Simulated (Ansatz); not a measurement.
Coupled-cluster diagnostics for Ti₂H, Ansatz.

Geometry of the doublet (B3LYP-D4/def2-TZVP):

```csv
atom,x (Å),y (Å),z (Å)
Ti1,1.926,1.355,-0.411
Ti2,-0.227,-0.163,0.048
H3,-1.700,-1.192,0.362
```

Correlated methods freeze 10 core orbitals; core or outer-core shells of Ti are correlated, in sets that lack core-valence functions. In CCSD on the charge 0 doublet the largest single amplitude is 0.24, so its Hartree–Fock determinant may place the open shell otherwise than the density functionals do. The geometry of the doublet was relaxed on an unsound state (⟨S²⟩ 2.84, where a pure state has 0.75). The structure comes from a short search, and lower isomers may exist.

Problem. Estimate the CCSD(T) correlation energy, the shares of MP2 and (T), T1 and the reference's ⟨S²⟩ for: charge 0, doublet, own geometry in def2-TZVPP; charge 0, doublet, own geometry in def2-TZVPD; and the rough time on 4 threads of Arm Neoverse V2 on a shared host.

Solution. 
| state | basis | correlation (eV) | MP2 share (%) | (T) share (%) | T1 | ⟨S²⟩ (pure) | wall time | remarks |
| --- | --- | --- | --- | --- | --- | --- | --- | --- |
| charge 0, doublet, own geometry | def2-TZVPP | -19.518 | 84.5 | 4.5 | 0.068 | 3.30 (0.75) | 35 s | flagged by the program, large T1 (0.068), spin-contaminated (⟨S²⟩ 3.30) |
| charge 0, doublet, own geometry | def2-TZVPD | -16.660 | 83.3 | 4.5 | 0.067 | 3.28 (0.75) | 16 s | flagged by the program, large T1 (0.067), spin-contaminated (⟨S²⟩ 3.28) |
Customary marks for T1 are 0.02 (closed shells), 0.045 (open shells) and about 0.05 (3d metals). T1 exceeds 0.02 in 2 of 2 rows and 0.045 in 2; the higher it lies, the less the single-reference result can be trusted.
